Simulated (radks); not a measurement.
Results of a calculation; reference values are marked as such.
Os2+, 74 electrons, occupied as [Xe] 4f14 5d6 (the NIST ground configuration). Level of theory: non-relativistic Kohn-Sham, BLYP, spin-unpolarised, spherical densities, point nucleus; relativity is left out, which matters for an element this heavy (a radial shooting solver on a logarithmic mesh with Libxc functionals).

Local quantities along the radius. ELF = 1/(1 + alpha^2) is the electron localisation function; alpha = (tau - tau_W)/tau_unif compares the Pauli kinetic energy density with that of the uniform gas; -r V(r) is the screened charge that the Kohn-Sham potential presents (atomic units); 4 pi r^2 rho is in e/bohr.

r (bohr),ELF,alpha,-r V(r),4 pi r^2 rho
0.001021,0.999,0.02362,75.58,3.530
0.001179,0.999,0.02439,75.51,4.596
0.001362,0.999,0.02532,75.43,5.963
0.001573,0.999,0.02643,75.34,7.702
0.001817,0.999,0.02779,75.23,9.899
0.002098,0.999,0.02944,75.10,12.65
0.002423,0.999,0.03147,74.95,16.06
0.002798,0.999,0.03399,74.79,20.23
0.003232,0.999,0.03716,74.59,25.27
0.003732,0.998,0.04120,74.37,31.24
0.00431,0.998,0.04641,74.11,38.18
0.004978,0.997,0.05326,73.82,46.04
0.005749,0.996,0.06244,73.48,54.66
0.006639,0.994,0.07500,73.09,63.78
0.007668,0.992,0.09260,72.65,72.94
0.008855,0.986,0.1179,72.15,81.56
0.01023,0.976,0.1553,71.58,88.94
0.01181,0.957,0.2118,70.93,94.36
0.01364,0.918,0.2991,70.20,97.26
0.01575,0.841,0.4341,69.39,97.47
0.01819,0.711,0.6371,68.47,95.38
0.02101,0.545,0.9145,67.44,92.14
0.02426,0.402,1.218,66.30,89.55
0.02802,0.333,1.415,65.03,89.69
0.03236,0.346,1.375,63.63,94.22
0.03738,0.434,1.141,62.11,103.5
0.04317,0.564,0.8797,60.44,115.9
0.04985,0.672,0.6994,58.61,127.8
0.05757,0.718,0.6266,56.61,135.0
0.06596,0.697,0.6601,54.57,134.7
0.07617,0.599,0.8174,52.26,127.4
0.08797,0.459,1.086,49.78,117.1
0.1016,0.372,1.298,47.16,110.7
0.1173,0.404,1.213,44.43,112.4
0.1355,0.536,0.9311,41.60,120.1
0.1565,0.663,0.7124,38.68,125.6
0.1807,0.701,0.6526,35.67,120.1
0.2087,0.611,0.7978,32.61,102.6
0.2411,0.402,1.221,29.51,81.83
0.2784,0.281,1.598,26.41,69.82
0.3215,0.375,1.292,23.41,71.14
0.3713,0.587,0.8396,20.50,78.71
0.4288,0.709,0.6399,17.71,80.69
0.4952,0.714,0.6331,15.13,71.12
0.5719,0.614,0.7933,12.86,53.69
0.6605,0.428,1.155,10.89,36.57
0.7628,0.295,1.547,9.190,25.20
0.881,0.325,1.441,7.753,19.71
1.017,0.496,1.008,6.552,17.13
1.175,0.641,0.7489,5.527,14.72
1.357,0.665,0.7101,4.674,11.57
1.567,0.589,0.8361,4.003,8.163
1.81,0.444,1.119,3.502,5.214
2.09,0.285,1.585,3.142,3.059
2.414,0.160,2.287,2.887,1.660
2.788,0.081,3.368,2.709,0.8270
3.22,0.036,5.210,2.589,0.3693
3.718,0.013,8.805,2.509,0.1427
4.294,0.003,16.90,2.420,0.04571
4.959,0.001,38.10,2.293,0.01159
5.727,0.000,103.2,2.215,0.002242

On this mesh the ELF has minima near r = 0.028, 0.10, 0.28, 0.76 bohr, which separate the shells, and maxima near 0.058 (0.72), 0.18 (0.70), 0.50 (0.71), 1.4 (0.66).

Self-consistent cycle (total energy in hartree, residual of the potential): 1: -16279.44914, 1e+01; 2: -16291.35164, 5e+00; 3: -16294.17806, 1e+00; 4: -16294.16160, 8e-01; 5: -16294.23376, 2e-01; 6: -16294.24342, 4e-02; 7: -16294.24353, 3e-02; 8: -16294.24370, 4e-03; 9: -16294.24370, 2e-04; 10: -16294.24370, 6e-05; 11: -16294.24370, 8e-06; 12: -16294.24370, 2e-07; 13: -16294.24370, 1e-08.
